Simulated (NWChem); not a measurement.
System: C2H4OSe; SMILES O=CC[SeH]

NWChem input:

```
start job
memory heap 200 mb stack 900 mb global 1100 mb
geometry units angstroms noautosym nocenter noautoz
  O      0.571060     2.538582    -0.088880
  C      0.090576     1.553332     0.431302
  C     -0.979118     0.691251    -0.199925
  Se    -0.215695    -1.100308    -0.583044
  H      0.439532     1.186309     1.445961
  H     -1.861521     0.565512     0.458305
  H     -1.285297     1.118391    -1.173786
  H     -0.269616    -1.551269     0.832970
end
basis spherical
  O library def2-svp
  C library def2-svp
  Se library def2-svp
  H library def2-svp
end
dft
  xc b3lyp
  iterations 150
end
property
  response 1 0.0773
end
task dft property
```

Output (shortened):

```
             Northwest Computational Chemistry Package (NWChem) 7.3.0
             --------------------------------------------------------

                             Geometry "geometry" -> ""
                             -------------------------

 Output coordinates in angstroms (scale by  1.889725989 to convert to a.u.)

  No.       Tag          Charge          X              Y              Z
 ---- ---------------- ---------- -------------- -------------- --------------
    1 O                    8.0000     0.57106000     2.53858200    -0.08888000
    2 C                    6.0000     0.09057600     1.55333200     0.43130200
    3 C                    6.0000    -0.97911800     0.69125100    -0.19992500
    4 Se                  34.0000    -0.21569500    -1.10030800    -0.58304400
    5 H                    1.0000     0.43953200     1.18630900     1.44596100
    6 H                    1.0000    -1.86152100     0.56551200     0.45830500
    7 H                    1.0000    -1.28529700     1.11839100    -1.17378600
    8 H                    1.0000    -0.26961600    -1.55126900     0.83297000

 Effective nuclear repulsion energy (a.u.)     228.8821059607

                              NWChem Property Module
                              ----------------------

                                 NWChem DFT Module
                                 -----------------

 Summary of "ao basis" -> "ao basis" (spherical)
 ------------------------------------------------------------------------------
       Tag                 Description            Shells   Functions and Types
 ---------------- ------------------------------  ------  ---------------------
 O                          def2-svp                 6       14   3s2p1d
 C                          def2-svp                 6       14   3s2p1d
 Se                         def2-svp                12       32   5s4p3d
 H                          def2-svp                 3        5   2s1p

            General Information
            -------------------
          SCF calculation type: DFT
          Wavefunction type:  closed shell.
          No. of atoms     :     8
          No. of electrons :    58
           Alpha electrons :    29
            Beta electrons :    29
          Charge           :     0
          Spin multiplicity:     1
          Use of symmetry is: off; symmetry adaption is: off
          Maximum number of iterations: 150
          AO basis - number of functions:    94
                     number of shells:    42
          Convergence on energy requested:  1.00D-06
          Convergence on density requested:  1.00D-05
          Convergence on gradient requested:  5.00D-04

              XC Information
              --------------
                         B3LYP Method XC Potential
                     Hartree-Fock (Exact) Exchange  0.200
                        Slater Exchange Functional  0.800 local
                    Becke 1988 Exchange Functional  0.720 non-local
              Lee-Yang-Parr Correlation Functional  0.810
                  VWN I RPA Correlation Functional  0.190 local

             Grid Information
             ----------------
          Grid used for XC integration:  medium
          Radial quadrature: Mura-Knowles
          Angular quadrature: Lebedev.
          Tag              B.-S. Rad. Rad. Pts. Rad. Cut. Ang. Pts.
          ---              ---------- --------- --------- ---------
          O                   0.60       49          11.0       434
          C                   0.70       49           9.0       434
          Se                  1.15      112           9.0       590
          H                   0.35       45          10.0       434
          Grid pruning is: on
          Number of quadrature shells:   439
          Spatial weights used:  Erf1

      Superposition of Atomic Density Guess
      -------------------------------------

 Sum of atomic energies:       -2551.44967620

      Non-variational initial energy
      ------------------------------

 Total energy =   -2553.086764
 1-e energy   =   -4004.651026
 2-e energy   =    1222.682156
 HOMO         =      -0.262862
 LUMO         =      -0.033776

   convergence    iter        energy       DeltaE   RMS-Dens  Diis-err
 ---------------- ----- ----------------- --------- --------- ---------
 d= 0,ls=0.0,diis     1  -2554.8774040216 -2.78D+03  2.57D-02  9.94D-01
 d= 0,ls=0.0,diis     2  -2554.4865631533  3.91D-01  1.89D-02  4.95D+00
 d= 0,ls=0.0,diis     3  -2554.9985568228 -5.12D-01  2.01D-03  3.64D-02
 d= 0,ls=0.0,diis     4  -2555.0009680491 -2.41D-03  1.12D-03  9.21D-03
 d= 0,ls=0.0,diis     5  -2555.0019259894 -9.58D-04  2.97D-04  7.45D-04
  Resetting Diis
 d= 0,ls=0.0,diis     6  -2555.0020325046 -1.07D-04  5.58D-05  4.21D-05
 d= 0,ls=0.0,diis     7  -2555.0020378177 -5.31D-06  4.84D-05  2.95D-06
 d= 0,ls=0.0,diis     8  -2555.0020372278  5.90D-07  2.50D-05  9.02D-06
 d= 0,ls=0.0,diis     9  -2555.0020381815 -9.54D-07  4.58D-06  3.72D-07

         Total DFT energy =    -2555.002038181527
      One electron energy =    -4006.721221912624
           Coulomb energy =     1330.885707544208
    Exchange-Corr. energy =     -108.048629773812
 Nuclear repulsion energy =      228.882105960701

 Numeric. integr. density =       57.999993561135

                       DFT Final Molecular Orbital Analysis
                       ------------------------------------

 Vector   27  Occ=2.000000D+00  E=-3.415259D-01
              MO Center= -2.2D-01, -1.8D-01, -4.2D-01, r^2= 3.8D+00
   Bfn.  Coefficient  Atom+Function         Bfn.  Coefficient  Atom+Function
  ----- ------------  ---------------      ----- ------------  ---------------
    56      0.268361  4 Se pz                46     -0.239523  4 Se s
    59      0.233713  4 Se pz                47     -0.228335  4 Se s
    55      0.228687  4 Se py                33     -0.198938  3 C  py
    58      0.190789  4 Se py                 6      0.171977  1 O  pz
    53     -0.171534  4 Se pz                32      0.164656  3 C  px

 Vector   28  Occ=2.000000D+00  E=-2.732533D-01
              MO Center=  2.6D-01,  1.6D+00,  1.6D-02, r^2= 3.2D+00
   Bfn.  Coefficient  Atom+Function         Bfn.  Coefficient  Atom+Function
  ----- ------------  ---------------      ----- ------------  ---------------
     6      0.432111  1 O  pz                 4      0.299776  1 O  px
     9      0.300241  1 O  pz                31      0.298965  3 C  s
    57      0.241260  4 Se px                75     -0.235071  5 H  s
    54      0.215598  4 Se px                 7      0.213855  1 O  px
    76     -0.192409  5 H  s                 51     -0.136582  4 Se px

 Vector   29  Occ=2.000000D+00  E=-2.432440D-01
              MO Center= -1.5D-01, -5.4D-01, -4.1D-01, r^2= 3.3D+00
   Bfn.  Coefficient  Atom+Function         Bfn.  Coefficient  Atom+Function
  ----- ------------  ---------------      ----- ------------  ---------------
    57      0.517009  4 Se px                54      0.427258  4 Se px
    51     -0.270878  4 Se px                58      0.238736  4 Se py
     4     -0.183519  1 O  px                55      0.184144  4 Se py
     7     -0.137272  1 O  px                 6     -0.131552  1 O  pz
    31     -0.129320  3 C  s                 32     -0.124759  3 C  px

 Vector   30  Occ=0.000000D+00  E=-4.913577D-02
              MO Center=  2.3D-02,  1.0D+00,  3.5D-02, r^2= 3.7D+00
   Bfn.  Coefficient  Atom+Function         Bfn.  Coefficient  Atom+Function
  ----- ------------  ---------------      ----- ------------  ---------------
    58      0.511780  4 Se py                18     -0.313012  2 C  px
    21     -0.296875  2 C  px                31     -0.295302  3 C  s
     7      0.284022  1 O  px                 4      0.278602  1 O  px
    22      0.266840  2 C  py                19      0.255567  2 C  py
    55      0.254479  4 Se py                36      0.213055  3 C  py

 Vector   31  Occ=0.000000D+00  E=-6.669160D-03
              MO Center= -3.8D-01, -7.1D-01,  9.6D-02, r^2= 4.3D+00
   Bfn.  Coefficient  Atom+Function         Bfn.  Coefficient  Atom+Function
  ----- ------------  ---------------      ----- ------------  ---------------
    91      0.994500  8 H  s                 31     -0.900507  3 C  s
    59     -0.698553  4 Se pz                81      0.554882  6 H  s
    58      0.511990  4 Se py                46     -0.248722  4 Se s
    56     -0.246602  4 Se pz                86      0.244712  7 H  s
    90      0.241019  8 H  s                 47     -0.229748  4 Se s

 Vector   32  Occ=0.000000D+00  E= 2.726180D-02
              MO Center= -3.7D-01, -3.9D-01, -1.3D-03, r^2= 4.2D+00
   Bfn.  Coefficient  Atom+Function         Bfn.  Coefficient  Atom+Function
  ----- ------------  ---------------      ----- ------------  ---------------
    31      1.274998  3 C  s                 47     -1.001888  4 Se s
    91      0.842188  8 H  s                 59     -0.684192  4 Se pz
    58     -0.612532  4 Se py                36     -0.573917  3 C  py
    17     -0.440115  2 C  s                 57      0.390301  4 Se px
    81     -0.332999  6 H  s                 33     -0.303674  3 C  py

     Multipole analysis of the density
     ---------------------------------

[...]

 DFT Linear Response polarizability / au
 Frequency  =       0.0773000 / au
 Wavelength =     589.4353558 / nm
              X              Y              Z
 -----------------------------------------------
 X      37.3918359      2.2024174      1.4891705
 Y       2.2024249     63.0811833     -0.0652278
 Z       1.4891739     -0.0652212     44.2569718
 -----------------------------------------------
 Eigenvalues =      36.9027654     63.2688333     44.5583924
 Isotropic   =      48.2433304
 Anisotropic =      23.4931773
 -----------------------------------------------

 Magnetic Dipole Response Matrix (nonzero elements):
```

Level: B3LYP/def2-SVP. Structure relaxed at the PBE-D3(BJ)/def2-SVP level.
